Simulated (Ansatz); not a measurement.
Consider the redistribution: `C#C[SiH](F)Cl` + `F[CH2][GeH2][SH]` → `C#C[SiH](F)CF` + `[SH][GeH2][Cl]`.

Isolated molecules relaxed with PBE0-D4/def2-TZVP in Ansatz; ΔE leaves out vibrations. CCSD(T)/CBS adds triple-zeta CCSD(T) − MP2 to the extrapolated MP2 energy (def2 sets, frozen cores). Functionals use def2-TZVPP. B3LYP here is the variant with VWN-RPA as its local correlation; programs differ in this. For Ge outer-core shells are correlated without core-valence functions, which leaves a few kJ/mol of doubt a bond. Scalar relativity is left out up to krypton. One conformer a species, not always the lowest.

`C#C[SiH](F)Cl`:

```xyz
7

C    -0.569    1.583    1.068
C    -0.256    0.611    0.428
Si    0.186   -0.828   -0.573
F    -0.118   -2.143    0.259
Cl    2.174   -0.780   -0.992
H    -0.842    2.441    1.639
H    -0.575   -0.883   -1.830
```

`F[CH2][GeH2][SH]`:

Cartesian coordinates in Å:
```
F -0.253 -1.623 -0.987
C -0.586 -1.047 0.230
Ge -0.149 0.878 0.179
S 2.032 1.104 -0.169
H -0.015 -1.546 1.017
H -1.654 -1.205 0.406
H -0.430 1.530 1.541
H -0.957 1.562 -0.937
H 2.013 0.347 -1.279
```

`C#C[SiH](F)CF`:

Cartesian coordinates in Å:
```
C -0.823 1.262 2.136
C -0.531 0.966 1.004
Si -0.051 0.497 -0.683
F -1.334 0.573 -1.632
C 0.552 -1.286 -0.726
F 1.726 -1.388 0.011
H -1.081 1.526 3.136
H 0.973 1.430 -1.196
H 0.757 -1.609 -1.752
H -0.188 -1.970 -0.298
```

`[SH][GeH2][Cl]`:

```xyz
6

S     0.637    0.912    1.378
Ge    0.173   -0.275   -0.422
Cl   -1.309    0.716   -1.634
H    -0.536    0.639    1.974
H    -0.426   -1.636   -0.054
H     1.462   -0.356   -1.243
```

```csv
level,ΔE (kJ/mol)
r2SCAN-D4,18.8
B3LYP-D4,15.1
ωB97X-V,16.7
ωB97M-V,17.8
PBE0,16.2
CCSD/def2-TZVPP,19.5
CCSD(T)/def2-TZVPP,20.6
CCSD/CBS(def2),20.4
```

(1) What does CCSD(T)/CBS give? (An estimate is asked.)

Largest T1 diagnostic among the species: 0.012.

Answers

(1) Ansatz gave: +21.5 kJ/mol. The listed levels differ from it by -2.7, -6.4, -4.8, -3.7, -5.3, -2.0, -0.9, -1.1 kJ/mol.

In def2-TZVPP, CCSD(T) changes the Hartree–Fock value by +11.7 kJ/mol (the triples alone add +1.1 kJ/mol) and MP2 by +14.4 kJ/mol.
